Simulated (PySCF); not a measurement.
Cl4HSTa, SMILES [Ta]([Cl])([Cl])([Cl])([Cl])[SH], multiplicity 1.

The structure is a stationary point at PBE0-D3(BJ)/def2-SVP. The multiplicity is an assumed one; no other spin state was optimised. The structure was generated by enumeration; whether it is a known compound was not checked. The def2 effective core potentials stand for the cores of Ta; spin–orbit coupling is left out. Other conformers were not sampled.

Level of theory: PBE/def2-TZVP (PySCF).

Symmetry labels are those of the subgroup Cs that the program uses (full group Cs).

### Question
List the valence orbital energies around the gap with their symmetry. (The exact figures need the calculation; the answer reports its results.)

### Answer

```json
[
 {"orbital": "HOMO−7", "symmetry": "A\"", "energy (eV)": "-9.04"},
 {"orbital": "HOMO−6", "symmetry": "A'", "energy (eV)": "-9.04"},
 {"orbital": "HOMO−5", "symmetry": "A'", "energy (eV)": "-8.64"},
 {"orbital": "HOMO−4", "symmetry": "A\"", "energy (eV)": "-8.37"},
 {"orbital": "HOMO−3", "symmetry": "A'", "energy (eV)": "-8.09"},
 {"orbital": "HOMO−2", "symmetry": "A\"", "energy (eV)": "-7.94"},
 {"orbital": "HOMO−1", "symmetry": "A'", "energy (eV)": "-7.77"},
 {"orbital": "HOMO", "symmetry": "A\"", "energy (eV)": "-7.19"},
 {"orbital": "LUMO", "symmetry": "A'", "energy (eV)": "-4.42"},
 {"orbital": "LUMO+1", "symmetry": "A\"", "energy (eV)": "-4.18"},
 {"orbital": "LUMO+2", "symmetry": "A'", "energy (eV)": "-3.31"},
 {"orbital": "LUMO+3", "symmetry": "A\"", "energy (eV)": "-3.19"}
]
```
